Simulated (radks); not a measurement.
Dy IV, configuration [Xe] 4f9 (the NIST ground configuration).

Method: Dirac Kohn-Sham, PBE, spin-unpolarised, spherical densities, finite nucleus; open shells are shared between the two j in proportion to 2j + 1; Fermi nuclear charge, rms radius 5.2218 fm; computed with a radial shooting solver on a logarithmic mesh with Libxc functionals.

Energy parts (Ry):
| part | energy |
|---|---|
| total | -24331.0890 |
| kinetic | 26685.3157 |
| electron-nucleus | -59844.1933 |
| Hartree | 9354.6407 |
| exchange-correlation | -526.8521 |

Orbitals (lengths in bohr, moments of r in powers of bohr; <r^-3> diverges for s and p1/2; r(90%) holds 90 % of the orbital's charge):
| orbital | occ. | eigenvalue (Ry) | r(90%) | <r^-3> | <1/r> | <r^4> | small-component weight |
|---|---|---|---|---|---|---|---|
| 1s1/2 | 2 | -3941.199 | 0.0382 | - | 74.55 | 9.920e-07 | 6.07e-02 |
| 2s1/2 | 2 | -657.9738 | 0.139 | - | 17.86 | 0.0001553 | 1.35e-02 |
| 2p1/2 | 2 | -625.9325 | 0.123 | - | 17.84 | 0.00009557 | 1.35e-02 |
| 2p3/2 | 4 | -567.1223 | 0.132 | 11000 | 15.62 | 0.0001279 | 1.25e-02 |
| 3s1/2 | 2 | -148.3645 | 0.344 | - | 6.524 | 0.005960 | 4.31e-03 |
| 3p1/2 | 2 | -134.3764 | 0.336 | - | 6.440 | 0.005382 | 4.25e-03 |
| 3p3/2 | 4 | -122.1642 | 0.355 | 2366 | 5.876 | 0.006690 | 3.96e-03 |
| 3d3/2 | 4 | -98.10465 | 0.327 | 400.2 | 5.757 | 0.004771 | 3.84e-03 |
| 3d5/2 | 6 | -95.43840 | 0.332 | 352.9 | 5.618 | 0.005102 | 3.75e-03 |
| 4s1/2 | 2 | -31.27999 | 0.761 | - | 2.730 | 0.1458 | 1.38e-03 |
| 4p1/2 | 2 | -25.75709 | 0.786 | - | 2.622 | 0.1647 | 1.30e-03 |
| 4p3/2 | 4 | -23.01965 | 0.829 | 531.3 | 2.429 | 0.2047 | 1.19e-03 |
| 4d3/2 | 4 | -13.91792 | 0.904 | 76.72 | 2.211 | 0.2875 | 1.02e-03 |
| 4d5/2 | 6 | -13.42057 | 0.920 | 66.59 | 2.163 | 0.3086 | 9.92e-04 |
| 5s1/2 | 2 | -5.74533 | 1.83 | - | 1.046 | 4.905 | 2.94e-04 |
| 5p1/2 | 2 | -4.20754 | 2.07 | - | 0.9300 | 7.841 | 2.37e-04 |
| 5p3/2 | 4 | -3.82826 | 2.20 | 72.77 | 0.8648 | 10.01 | 2.11e-04 |
| 4f5/2 | 3.85714 | -2.58510 | 1.37 | 9.874 | 1.632 | 1.806 | 6.07e-04 |
| 4f7/2 | 5.14286 | -2.51550 | 1.39 | 9.488 | 1.611 | 1.937 | 5.95e-04 |
| 5d3/2 | 0 | -1.84689 | 3.17 | 5.589 | 0.6085 | 42.07 | 1.07e-04 |
| 5d5/2 | 0 | -1.81141 | 3.22 | 4.816 | 0.5962 | 45.05 | 1.03e-04 |
| 6s1/2 | 0 | -1.69696 | 4.28 | - | 0.4227 | 146.6 | 6.16e-05 |

The highest occupied level is 4f7/2 at -34.225 eV. The electron density at the nucleus is 7.403e+05 e/bohr^3.
